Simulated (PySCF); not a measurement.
Compound: BClH4NP.
Z-matrix (Å and degrees, PBE0-D3(BJ)/def2-SVP geometry), rows numbered from 1:
```
N 
B   1  1.3906
P   2  1.9307  1  123.39
Cl  2  1.7783  1  118.32  3   174.39
H   1  1.0110  2  123.28  3     5.88
H   1  1.0127  2  122.21  3  -173.80
H   3  1.4243  2   96.23  1  -135.16
H   3  1.4285  2   97.36  1   -39.08
```

Computed with PySCF, PBE0-D3(BJ)/def2-SVP geometry optimisation, gas phase.

Masses are those of the commonest isotopes; rigid-rotor values at the optimised geometry. The values belong to one conformer with, in the numbering `[NH2:1][B:2]([PH2:3])[Cl:4]`, N1–B2–P3–H -135° and -39°.

**Question.** Give the principal moments of inertia and the rotational constants in cm⁻¹.

**Answer.** Ia = 81.18, Ib = 177.51, Ic = 255.32 u·Å²; 505379 MHz·u·Å²/I gives 6226, 2847 and 1979 MHz, that is A = 0.20767, B = 0.09497, C = 0.06603 cm⁻¹.

**Question.** Classify the top.

**Answer.** An asymmetric top. Ray's parameter κ = (2B − A − C)/(A − C) = -0.591; −1 is the prolate and +1 the oblate limit.

**Question.** What does the inertial defect say?

**Answer.** Not planar: Δ = Ic − Ia − Ib = -3.37 u·Å². For a rigid frame Δ = −2 Σ m c², so Σ m c² = 1.68 u·Å² lies off the ab plane: 1.55 from hydrogen and 0.14 from heavier atoms. The atom farthest from that plane is 0.98 Å away.

**Question.** Give the coordinates in the principal-axis frame, origin at the centre of mass.

**Answer.** The sense of each axis is arbitrary; atoms in the order of the calculation.
| atom | mass (u) | a (Å) | b (Å) | c (Å) |
| --- | --- | --- | --- | --- |
| N1 | 14.003 | 0.186 | -1.816 | -0.001 |
| B2 | 11.009 | 0.035 | -0.434 | -0.027 |
| P3 | 30.974 | -1.680 | 0.449 | 0.064 |
| Cl4 | 34.969 | 1.498 | 0.575 | 0.001 |
| H5 | 1.008 | -0.594 | -2.460 | -0.018 |
| H6 | 1.008 | 1.095 | -2.259 | 0.043 |
| H7 | 1.008 | -1.427 | 1.386 | -0.978 |
| H8 | 1.008 | -2.403 | -0.468 | -0.758 |

**Question.** Which lines would a microwave search look for?

**Answer.** The dipole components are |μa| = 0.15 D, |μb| = 2.88 D, |μc| = 0.71 D. Intensities carry the squares of the components, which stand as 0.00 : 1.00 : 0.06 (a : b : c). Some lines, for components of 0.1 D or more:

```json
{"type": "a", "branch": "Q", "J(Ka,Kc)": "1(1,0) ← 1(1,1)", "MHz": "868", "lower level (cm⁻¹)": "0.274"}
{"type": "b", "branch": "R", "J(Ka,Kc)": "4(0,4) ← 3(1,3)", "MHz": "16205", "lower level (cm⁻¹)": "1.003"}
{"type": "a", "branch": "R", "J(Ka,Kc)": "4(1,4) ← 3(1,3)", "MHz": "17318", "lower level (cm⁻¹)": "1.003"}
{"type": "b", "branch": "Q", "J(Ka,Kc)": "4(3,1) ← 4(2,2)", "MHz": "17648", "lower level (cm⁻¹)": "2.181"}
{"type": "a", "branch": "R", "J(Ka,Kc)": "4(3,2) ← 3(3,1)", "MHz": "19558", "lower level (cm⁻¹)": "2.113"}
{"type": "b", "branch": "R", "J(Ka,Kc)": "2(2,1) ← 1(1,0)", "MHz": "20657", "lower level (cm⁻¹)": "0.303"}
{"type": "b", "branch": "R", "J(Ka,Kc)": "5(1,5) ← 4(0,4)", "MHz": "22576", "lower level (cm⁻¹)": "1.544"}
{"type": "b", "branch": "R", "J(Ka,Kc)": "3(2,1) ← 2(1,2)", "MHz": "27926", "lower level (cm⁻¹)": "0.567"}
{"type": "c", "branch": "R", "J(Ka,Kc)": "4(2,2) ← 3(1,2)", "MHz": "30101", "lower level (cm⁻¹)": "1.177"}
{"type": "c", "branch": "R", "J(Ka,Kc)": "5(4,1) ← 4(3,1)", "MHz": "50827", "lower level (cm⁻¹)": "2.769"}
```

No frequency check. No vibrational averaging or centrifugal distortion is included, and the geometry carries the error of its method. Quadrupole hyperfine structure (11B, 14N, 35Cl) is left out.

Time: 10 s wall. Hardware: Arm Neoverse V2, one thread, no GPU, shared host. That covers the optimisation of the geometry.
